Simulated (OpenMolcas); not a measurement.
# Cu4+: effect of the basis set

```yaml
Program: OpenMolcas 26.06
Method: RASSCF
Active_space: 13 electrons in 8 orbitals (RAS1 3p, at most 2 holes; RAS2 3d)
State_averaging: 2S+1 = 4 even, 10 roots; 2S+1 = 2 even, 40 roots
Spin-orbit_coupling: state interaction with AMFI integrals over the reference wave functions, term energies averaged over their components
```

A. ANO-RCC-VTZP [6s5p3d2f1g], DKH2, point nucleus; cost of the order of 23 core-seconds
B. ANO-R2 [6s4p4d2f1g], X2C, finite nucleus; cost of the order of 28 core-seconds
C. ANO-RCC-VQZP [7s6p4d3f2g1h], DKH2, point nucleus; cost about 20 core-seconds

Energies in cm⁻¹ above 3d⁷ ⁴F_9/2, the measured ground level; measured values from Sugar and Musgrove, J. Phys. Chem. Ref. Data 19, 527 (1990).

| Level | A | B | C | Measured |
| --- | --- | --- | --- | --- |
| 3d⁷ ⁴F_9/2 | 0.0 | 0.0 | 0.0 | 0.0 |
| 3d⁷ ⁴F_7/2 | 1552 | 1552 | 1549 | 1616 |
| 3d⁷ ⁴F_5/2 | 2665 | 2665 | 2660 | 2759 |
| 3d⁷ ⁴F_3/2 | 3418 | 3417 | 3411 | 3528 |
| 3d⁷ ⁴P_5/2 | 22818 | 22853 | 22830 | 20827 |
| 3d⁷ ⁴P_3/2 | 23169 | 23204 | 23181 | 21066 |
| 3d⁷ ⁴P_1/2 | 24002 | 24036 | 24012 | 21935 |
| 3d⁷ ²G_9/2 | 24857 | 24894 | 24874 | 22575 |
| 3d⁷ ²G_7/2 | 26311 | 26350 | 26327 | 24100 |
| 3d⁷ ²P_3/2 [74 %] | 29696 | 29739 | 29710 | 27016 |
| 3d⁷ ²P_1/2 | 31368 | 31414 | 31381 | 28367 |
| 3d⁷ ²D_5/2(1) | 32188 | 32235 | 32201 | 30966 |
| 3d⁷ ²H_11/2 | 34645 | 34692 | 34665 | 30402 |
| 3d⁷ ²D_3/2(1) | 34825 | 34876 | 34837 | 33292 |
| 3d⁷ ²H_9/2 | 35959 | 36007 | 35978 | 31823 |
| 3d⁷ ²F_5/2 | 55209 | 55279 | 55229 | 49490 |
| 3d⁷ ²F_7/2 | 55879 | 55950 | 55899 | 50072 |
| 3d⁷ ²D_3/2(2) | 82198 | 82297 | 82215 | 76838 |
| 3d⁷ ²D_5/2(2) | 83120 | 83220 | 83136 | 77668 |

Deviations, from unrounded energies. A percentage is the sum of absolute deviations over the sum of measured energies, with the sign that they share, or ± where signs differ.

| Against measurement | Levels | A | B | C |
| --- | --- | --- | --- | --- |
| mean absolute deviation (cm-1) | 18 | 2800 | 2800 | 2800 |
| fine structure of the ground term (%) | 3 | -3.4 | -3.4 | -3.6 |
| other terms of the ground configuration (%) | 15 | +9.1 | +9.3 | +9.2 |

A, B, C lie about equally close to measurement. The largest miss of A in the table is 3d⁷ ²F_7/2, by +5800 cm-1. The ranking rests on the paired levels alone, and a cruder setting can come out closer through cancelling errors.

Among A to C the level of the table that moves most is 3d⁷ ²D_5/2(2), by 100 cm-1 (lowest in A, highest in B).

Without dynamic correlation excited terms often stand tens of per cent too high (terms of higher spin than the ground term too low), and those without a measured partner can miss by more than the paired ones. Active for correlation alone: 3p; no level in the range computed is led by a configuration that opens it, so any true level of that kind is missing. Computed and measured levels are paired by configuration, term and J; levels that our copy of the source lacks, or whose pairing is in doubt (as where it misses far off the trend of its configuration), stay unpaired and out of the deviations. Only configurations of the active space appear.

A share in square brackets marks a mixed level and gives the weight of the term that names it, the lowest over the columns. A number in round brackets counts repeated terms of one configuration in the order of the reference energies.
